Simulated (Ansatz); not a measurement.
Geometry optimisation, RKS BHLYP/6-31G (Ansatz).

input.yaml

```yaml
crystal:
  periodic: [false, false, false]
  atoms:
    - { symbol: C, position_ang: [-0.216, 0.7988, -0.6444] }
    - { symbol: "N", position_ang: [0.7655, 0.0397, -0.0029] }
    - { symbol: B, position_ang: [0.1042, -0.8752, 1.0288] }
    - { symbol: F, position_ang: [-0.7385, -1.8812, 0.6413] }
    - { symbol: H, position_ang: [-1.0009, 0.1902, -1.2004] }
    - { symbol: H, position_ang: [-0.7867, 1.5055, 0.0827] }
    - { symbol: H, position_ang: [0.2381, 1.51, -1.4043] }
    - { symbol: H, position_ang: [1.2477, -0.5534, -0.7327] }
    - { symbol: H, position_ang: [0.4751, -0.7808, 2.2147] }
basis:
  gaussian: { orbitals: "6-31G" }
hamiltonian:
  xc: { name: BHLYP }
relax:
  f_tol: 0.02
  max_steps: 50
output:
  orbitals: {}
```

Launched with:

```bash
$ ansatz run input.yaml --threads 1 --pin off --max-ram 2048MiB --backend cpu --events-out ev --progress --plain --runs-dir out
```

**Question.** Where does it end, and by what steps?

**Answer.** It converged. Limits of this set-up: no polarisation functions. After 13 steps the energy has fallen by 1.913 eV; F4 moved furthest, 1.48 Å.

| step | energy less start (eV) | largest force component (eV/Å) | accepted |
| --- | --- | --- | --- |
| 0 | 0.0000 | 4.125 | yes |
| 1 | -0.3001 | 2.661 | yes |
| 2 | -0.5657 | 1.661 | yes |
| 3 | -0.6869 | 0.917 | yes |
| 4 | -0.8806 | 0.718 | yes |
| 5 | -1.0801 | 0.953 | yes |
| 6 | -1.3442 | 0.828 | yes |
| 7 | -1.5932 | 0.666 | yes |
| 8 | -1.7892 | 0.514 | yes |
| 9 | -1.8965 | 0.249 | yes |
| 10 | -1.9032 | 0.591 | yes |
| 11 | -1.9133 | 0.030 | yes |
| 12 | -1.9133 | 0.033 | yes |
| 13 | -1.9134 | 0.016 | yes |

```xyz
9
Properties=species:S:1:pos:R:3
C -0.204 0.941 -0.647
N 0.224 -0.397 -0.270
B 0.137 -0.943 1.000
F 0.587 -2.229 1.201
H -0.978 0.910 -1.410
H -0.608 1.444 0.223
H 0.626 1.532 -1.025
H 0.612 -0.951 -1.012
H -0.306 -0.354 1.922
```

Whether the end is a true minimum wasn't checked by a vibrational analysis.

The run took 14 s on 1 thread of AMD EPYC 9R45 96-Core Processor (Zen 5) (shared host), peak memory 0.16 GiB.
